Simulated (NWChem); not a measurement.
System: SrHSF; SMILES [F][Sr][SH]

Here is an NWChem input.

```
start job
memory heap 200 mb stack 900 mb global 1100 mb
geometry units angstroms noautoz
  Sr     0.120349     0.397185    -0.014854
  F     -1.191182     2.044925     0.016865
  S     -0.272732    -2.333652    -0.018162
  H      1.057110    -2.593981    -0.045418
end
basis spherical
  Sr library def2-svp
  F library def2-svp
  S library def2-svp
  H library def2-svp
end
ecp
  Sr library def2-ecp
end
dft
  xc b3lyp
  iterations 150
  mulliken
end
task dft energy
```

Geometry: optimised at PBE0/def2-SVP. def2 effective core potentials on Sr; no spin-orbit coupling.

Problem. Give the results of this calculation. (B3LYP/def2-SVP with def2 effective core potentials on Sr.) Quantities: energy (Ha); highest occupied level (eV); orbital gap (eV); dipole (D).

Solution. 
```json
{
 "energy (Ha)": "-529.28",
 "highest occupied level (eV)": "-5.78",
 "orbital gap (eV)": "3.47",
 "dipole (D)": "6.43"
}
```
